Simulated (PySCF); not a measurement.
SnF2Cl2, SMILES [F][Sn]([F])([Cl])[Cl]. Atoms are numbered in the order given.

```xyz
5

F      0.0000     1.5275    -1.3755
Sn     0.0000     0.0000    -0.2188
F      0.0000    -1.5275    -1.3755
Cl    -1.9294     0.0000     1.0499
Cl     1.9294     0.0000     1.0499
```
Charge 0, spin multiplicity 1.

Geometry optimised at r2SCAN-D4/def2-SVP. The def2 effective core potentials stand for the cores of Sn; spin–orbit coupling is left out.

These are M06-2X/def2-TZVP (PySCF) values and carry that method's errors.

Atomic charges (e):

```
atom  Löwdin  Mulliken
----  ------  --------
F1       ___     -0.48
Sn2      ___      1.50
F3       ___     -0.48
Cl4      ___     -0.27
Cl5      ___     -0.27
```

Q: Complete the blanks. (The exact figures need the calculation; the answer reports its results.)

A: 
- F1, Löwdin: -0.25
- Sn2, Löwdin: 0.30
- F3, Löwdin: -0.25
- Cl4, Löwdin: 0.10
- Cl5, Löwdin: 0.10
